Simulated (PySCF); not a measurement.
Spinor energies of V²⁺ (vanadium, charge +2)

Start: [Ar] 3d3; 3d5/2 filled at m_j = +1/2, +3/2, +5/2. Calculated with PySCF 2.14 in x2c-TZVPall-2c with one added diffuse shell each of s, p, d type (7s8p5d1f, 63 functions): generalised Hartree-Fock with the X2C-1e Hamiltonian and a Gaussian nucleus; one run each with spin-orbit coupling (SO) switched off, then screened by Boettger's factors. This is a chosen level, not necessarily the ground level.

```
spinor shell  electrons  ε, spin-free (eV)  ε, screened SO (eV)  weight of nominal j (screened SO)  rms radius, screened SO (bohr)
       1s1/2          2            -5537.0              -5537.0                              1.000                          0.0768
       2s1/2          2            -673.66              -673.67                              1.000                           0.332
       2p1/2          2            -562.29              -567.05                              0.992                           0.301
       2p3/2          4            -562.29              -559.97                              0.996                           0.304
       3s1/2          2            -103.99              -104.00                              1.000                            1.02
       3p1/2          2            -71.504              -70.440                              0.669                            1.10
       3d5/2          3            -30.169              -30.160                              0.791                            1.43
```

(1) Where does 3p3/2 lie, and what is the 3p spin-orbit splitting (screened SO)?

```csv
quantity,spin-free,screened SO
E (hartree),-947.41226,-947.41971
M_J,9/2,9/2
⟨J²⟩,24.755,24.755
⟨L²⟩,12.005,12.008
⟨S²⟩,3.750,3.750
```

Each row is a mean over spinors that exchange with the open shell spreads, by up to 10.166 eV (3p3/2).

Rows whose weight is well below 1 are mixtures of j = l ± 1/2: exchange outweighs spin-orbit coupling there, and the label is only the starting occupation.

Without spin-orbit coupling the j labels of p, d and f shells carry no meaning; the spin-free column gives the mean over the occupied spinors of each nl shell.

## Answers

(1) At -72.053 eV, -1.613 eV above 3p1/2.
